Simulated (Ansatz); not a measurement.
Calculated with Ansatz (gas phase, PBE0-D4/def2-TZVP geometries, no zero-point term in ΔE). CBS: MP2 limit from def2 TZ/QZ plus the TZ coupled-cluster correction, frozen cores. Functionals use def2-TZVPP. For Ge outer-core shells are correlated without core-valence functions, which leaves a few kJ/mol of doubt a bond. Scalar relativity is left out up to krypton. Each species was taken in one conformer, which may not be the lowest.

Consider the formal exchange of groups at a B–Si bond: `CB[SiH2]O` + `[F][GeH3]` → `C[BH][GeH2][F]` + `O[SiH3]`.

`CB[SiH2]O`:

Z-matrix (Å, degrees):
```
C
B 1 1.552
H 1 1.092 2 116.0
H 1 1.105 2 103.8 3 -116.7
H 1 1.093 2 114.3 3 129.6
Si 2 2.014 1 125.0 3 20.2
H 2 1.203 1 118.3 3 -163.6
O 6 1.660 2 115.5 1 -7.6
H 6 1.498 2 108.2 1 116.8
H 6 1.489 2 110.2 1 -126.1
H 8 0.957 6 117.3 2 58.9
```

`[F][GeH3]`:

Cartesian coordinates in Å:
```
F -0.983 -1.134 0.689
Ge 0.054 0.063 -0.038
H 1.187 -0.711 -0.723
H -0.816 0.835 -1.036
H 0.558 0.947 1.109
```

`C[BH][GeH2][F]`:

```xyz
10

C     0.543    0.203    1.498
B    -0.584    0.026    0.450
Ge   -0.171   -0.264   -1.550
F    -1.655   -0.235   -2.483
H     1.546   -0.109    1.205
H     0.584    1.295    1.657
H     0.293   -0.214    2.478
H    -1.729    0.106    0.788
H     0.460   -1.639   -1.856
H     0.712    0.830   -2.186
```

`O[SiH3]`:

```xyz
6

O    -0.649   -0.830   -0.730
Si    0.316    0.130    0.199
H    -1.540   -0.529   -0.910
H     0.521    1.468   -0.421
H     1.612   -0.578    0.306
H    -0.260    0.339    1.556
```

| level | ΔE (eV) |
| --- | --- |
| ωB97X-V | -0.17 |
| ωB97M-V | -0.19 |
| B2PLYP | -0.20 |
| PBE | -0.15 |
| r2SCAN | -0.17 |
| HF/def2-QZVPP | -0.19 |
| MP2/def2-QZVPP | -0.23 |
| CCSD/CBS(def2) | -0.22 |

What does CCSD(T)/CBS give? (Best estimate.)

Ansatz gave: -0.22 eV. The listed levels differ from it by 0.05, 0.03, 0.02, 0.07, 0.05, 0.03, -0.01, 0.00 eV.

Largest T1 diagnostic among the species: 0.012.
